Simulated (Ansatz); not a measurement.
System: bis(disilanyl)silane, Si5H12 (charge 0, singlet). SMILES: [SiH3][SiH2][SiH2][SiH2][SiH3]
Structure (B3LYP-D3(BJ)/def2-TZVP (Ansatz, a first-principles code) minimum search):
```
Si
H 1 1.4858
H 1 1.4860 2 107.99
Si 1 2.3439 2 111.07 3 119.81
H 4 1.4857 1 109.00 2 54.92
H 4 1.4859 5 108.18 1 120.74
Si 1 2.3440 2 109.69 3 -118.24
H 7 1.4857 1 108.69 2 175.90
H 7 1.4860 8 107.79 1 -118.32
Si 7 2.3434 8 109.85 9 -119.74
H 10 1.4832 7 109.63 8 179.36
H 10 1.4832 11 108.56 7 -119.68
H 10 1.4835 11 108.73 12 -118.12
Si 4 2.3440 5 109.23 6 119.89
H 14 1.4828 4 109.51 5 55.48
H 14 1.4833 15 108.77 8 178.68
H 14 1.4835 15 108.46 16 118.08
```

Atomisation energy built up term by term with Ansatz (kcal/mol; UHF references for open shells; valence terms freeze the core; atomic spin-orbit terms are left out). CBS marks a two-point X^-3 extrapolation of the correlation energy; Hartree-Fock from the larger set.

```json
[
 {"term": "Hartree-Fock", "basis": "cc-pV(Q+d)Z", "kcal/mol": "904.32"},
 {"term": "CCSD correlation", "basis": "CBS(cc-pV(T+d)Z,cc-pV(Q+d)Z)", "kcal/mol": "(withheld)"},
 {"term": "(T)", "basis": "CBS(cc-pV(T+d)Z,cc-pV(Q+d)Z)", "kcal/mol": "(withheld)"},
 {"term": "core correlation", "basis": "cc-pwCVTZ", "kcal/mol": "-0.56"},
 {"term": "scalar relativity (X2C)", "basis": "cc-pVTZ-DK against cc-pVTZ", "kcal/mol": "-3.18"},
 {"term": "sum: De", "basis": "", "kcal/mol": "(withheld)"}
]
```

**Question.** Fill in the missing entries.

**Answer.** 
- CCSD correlation, kcal/mol: 262.02
- (T), kcal/mol: 10.72
- sum: De, kcal/mol: 1173.3
